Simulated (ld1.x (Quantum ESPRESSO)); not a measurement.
## An all-electron radial function and its pseudo partner (Li (Z = 3))

Columns: radius, all-electron u(r) and pseudo u(r) of the 1s shell (level -55.24 eV) of lithium in the configuration 1s2 2s0.5 2p0; PBEsol, scalar-relativistic, PAW scheme, ld1.x (Quantum ESPRESSO) 7.5.

```json
{"r (bohr)": "0.200", "all-electron": "1.0252", "pseudo": "0.4048"}
{"r (bohr)": "0.400", "all-electron": "1.1710", "pseudo": "0.6951"}
{"r (bohr)": "0.600", "all-electron": "1.0297", "pseudo": "0.8088"}
{"r (bohr)": "0.800", "all-electron": "0.8203", "pseudo": "0.7586"}
{"r (bohr)": "1.000", "all-electron": "0.6215", "pseudo": "0.6147"}
{"r (bohr)": "1.200", "all-electron": "0.4573", "pseudo": "0.4573"}
{"r (bohr)": "1.400", "all-electron": "0.3303", "pseudo": "0.3303"}
{"r (bohr)": "1.600", "all-electron": "0.2354", "pseudo": "0.2354"}
{"r (bohr)": "1.800", "all-electron": "0.1660", "pseudo": "0.1660"}
{"r (bohr)": "2.000", "all-electron": "0.1163", "pseudo": "0.1163"}
{"r (bohr)": "2.200", "all-electron": "0.0813", "pseudo": "0.0813"}
{"r (bohr)": "2.400", "all-electron": "0.0566", "pseudo": "0.0566"}
{"r (bohr)": "2.600", "all-electron": "0.0394", "pseudo": "0.0394"}
{"r (bohr)": "2.800", "all-electron": "0.0273", "pseudo": "0.0273"}
{"r (bohr)": "3.000", "all-electron": "0.0188", "pseudo": "0.0188"}
{"r (bohr)": "3.200", "all-electron": "0.0130", "pseudo": "0.0130"}
{"r (bohr)": "3.400", "all-electron": "0.0089", "pseudo": "0.0089"}
{"r (bohr)": "3.600", "all-electron": "0.0061", "pseudo": "0.0061"}
{"r (bohr)": "3.800", "all-electron": "0.0042", "pseudo": "0.0042"}
{"r (bohr)": "4.000", "all-electron": "0.0029", "pseudo": "0.0029"}
{"r (bohr)": "4.200", "all-electron": "0.0020", "pseudo": "0.0020"}
{"r (bohr)": "4.400", "all-electron": "0.0013", "pseudo": "0.0013"}
{"r (bohr)": "4.600", "all-electron": "0.0009", "pseudo": "0.0009"}
{"r (bohr)": "4.800", "all-electron": "0.0006", "pseudo": "0.0006"}
{"r (bohr)": "5.000", "all-electron": "0.0004", "pseudo": "0.0004"}
{"r (bohr)": "5.200", "all-electron": "0.0003", "pseudo": "0.0003"}
```

**Question.** How many radial nodes do the two functions have?

**Answer.** The all-electron 1s function has n − l − 1 = 0; the pseudo-wave has 0.

**Question.** At about which radius was the pseudo-wave matched?

**Answer.** 1.30 bohr, where the columns begin to agree (steps of 0.20 bohr).

**Question.** Where does each function peak?

**Answer.** Outermost all-electron maximum near 0.40 bohr, pseudo maximum near 0.60 bohr (to the table’s step).

**Question.** Is the pseudo-wave norm-conserving?

**Answer.** No, it belongs to a PAW set: the norm inside the radius is not constrained, and the difference is carried by the augmentation charge.
